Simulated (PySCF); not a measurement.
Point groups of optimised structures. Theory: PBE0/pcSseg-1 in PySCF (dipole) on a GFN2-xTB geometry, gas phase. The symmetry is that of the one conformer found, every atom within 0.08 Å of its image; none is proved a minimum here.

Point group, rotor type and polarity of `Clc1[nH]c2ccccc2p1`?

Cs; asymmetric top; symmetry number 1; 2 operations, which sort the 15 atoms into 15 sets; dipole 2.91 D, in the ab plane, which is the mirror.

What symmetry has `[CH:1]#[C:2][C:3](=[O:4])[OH:5]` with C2–C3–O5–H 180°?

Cs; asymmetric top; symmetry number 1; 2 operations, which sort the 7 atoms into 7 sets; dipole 1.74 D, in the ab plane, which is the mirror; A, B, C = 12219, 4174, 3111 MHz.

`[F:1][C:2]([F:3])([F:4])[C:5]([F:6])([F:7])[C:8]([F:9])([F:10])[C:11]#[P:12]` with C2–C5–C8–F9 -57°: symmetry, top, dipole?

Cs; near-prolate asymmetric top; symmetry number 1; 2 operations, which sort the 12 atoms into 9 sets; dipole 2.51 D, in the ab plane, which is the mirror; heavy atoms equivalent by symmetry: F3/F4, F6/F7, F9/F10.

Point group, rotor type and polarity of `[N:1]#[C:2][c:3]1[n:4][cH:5][c:6]([CH:7]2[CH2:8][CH2:9]2)[n:10][n:11]1` with C5–C6–C7–C8 -146°?

Cs; near-prolate asymmetric top; symmetry number 1; 2 operations, which sort the 17 atoms into 14 sets; dipole 6.88 D, in the ab plane, which is the mirror; A, B, C = 4192, 609.9, 555.4 MHz; heavy atoms equivalent by symmetry: C8/C9.

`[CH2:1]=[CH:2][C@:3]1([Cl:4])[CH2:5][C@@H:6]2[O:7][C@@H:8]2[CH2:9]1` with C1–C2–C3–Cl4 0°, C2–C3–C5–C6 -96°, C3–C5–C6–O7 49°, C5–C6–O7–C8 -98°, C6–O7–C8–C9 98°: symmetry, top, dipole?

Cs; asymmetric top; symmetry number 1; 2 operations, which sort the 18 atoms into 13 sets; dipole 1.50 D, in the ab plane, which is the mirror; A, B, C = 2378, 1147, 971.8 MHz; heavy atoms equivalent by symmetry: C5/C9, C6/C8.

What symmetry has `[CH3:1][O:2][C@@H:3]([CH3:4])[C:5]([CH3:6])([CH3:7])[C:8](=[O:9])[Cl:10]` with C1–O2–C3–C4 78°, O2–C3–C5–C6 -61°, C3–C5–C8–O9 125°?

C1; asymmetric top; symmetry number 1; this conformer is chiral (no improper operation); dipole 3.15 D; A, B, C = 1607, 800.2, 729.3 MHz.

`[CH3:1][CH2:2][C@:3]([CH3:4])([CH2:5][O:6][CH3:7])[C:8](=[O:9])[Cl:10]` with C1–C2–C3–C4 -176°, C2–C3–C5–O6 55°, C3–C5–O6–C7 -179°, C2–C3–C8–O9 123°: symmetry, top, dipole?

C1; near-prolate asymmetric top; symmetry number 1; this conformer is chiral (no improper operation); dipole 2.76 D.
